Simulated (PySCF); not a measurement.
**Effect of structural changes**

Computed, not measured: TDA PBE0/def2-SVP excited states, vertical, gas phase (PySCF). Geometry: GFN2-xTB.

Each molecule in one low-energy conformer. The parent is FC=C=CF.

Q: How does the vertical S1–T1 gap change along this series?
- FC=C=CF (base)
- CB(C)C(F)=C=CF (H replaced by B(CH3)2)
- FC=C=C(F)C(F)(F)F (H replaced by CF3)
- CN(C)C(F)=C=CF (H replaced by N(CH3)2)

A: 
```tsv
molecule	S1 (eV)	S1 from	f(S1)	T1 (eV)	T1 from	S1 − T1 (eV)	S0–T1 spin-orbit coupling (cm⁻¹)	S1–T1 spin-orbit coupling (cm⁻¹)
FC=C=CF	5.72	HOMO−1→LUMO / HOMO→LUMO+1	0.003	4.34	HOMO→LUMO / HOMO−1→LUMO+1	1.39	1.16	21.28
CB(C)C(F)=C=CF	4.37	HOMO→LUMO	0.001	3.53	HOMO−1→LUMO	0.83	0.79	10.86
FC=C=C(F)C(F)(F)F	5.49	HOMO→LUMO	0.001	4.26	HOMO−1→LUMO	1.24	0.49	15.89
CN(C)C(F)=C=CF	4.69	HOMO→LUMO	0.005	4.11	HOMO→LUMO+1	0.58	3.06	13.08
```
The vertical S1–T1 gap is lowest for CN(C)C(F)=C=CF and highest for FC=C=CF.
